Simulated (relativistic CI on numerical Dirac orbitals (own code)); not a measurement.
## What each ingredient does to the levels of Tb8+

Base calculation: Dirac-Coulomb-Breit CI, separate exchange-only KLI orbitals for each configuration, a model potential for QED, unscaled Slater integrals.

Configuration list (outside the closed core [Kr] 4d10): 4f⁷5s²5p², 4f⁹5s², 4f⁹5s5p, 4f⁸5s²6s. The list is cut by size and lacks configurations that can hold low levels.

Variants: (1) valence Slater integrals scaled by 0.9; (2) Breit term removed; (3) one mean potential for all configurations. Shifts of the energy above 4f⁷5s²5p² ¹⁰P°7/2, in cm⁻¹, for the lowest level and the first level of each name with at least 55 % of one term (blank where a level changes its place among those of its configuration and J or its character, or is not in the variant):

```tsv
Level	Base	Δ(1)	Δ(2)	Δ(3)
4f⁷5s²5p² ¹⁰P°7/2	0.0	0.0	0.0	0.0
4f⁷5s²5p² ¹⁰P°9/2	29400.5	+1063.6	+561.8	+1066.4
4f⁷5s²5p² ¹⁰P°11/2	44167.4	+137.3	+689.7	+1324.0
4f⁷5s²5p² ⁸D°3/2	49389.7	-5288.8	-156.9	-1859.7
4f⁷5s²5p² ⁸F°1/2	59254.1	-6036.3	-32.1	-1894.0
```

At this charge configurations can still be misplaced by up to about 7 % of their energy. Terms inside the open d or f shell come out 10 to 20 % too wide with unscaled integrals. Levels and lines within the n = 5 or 6 shells can be off by up to 10 % or somewhat more, and those that change n by about 2 %, since core polarisation is missing.

LS names give the leading component of a level, which can be under half, so a name can repeat, a term be missing and a line seem to break the LS rules.
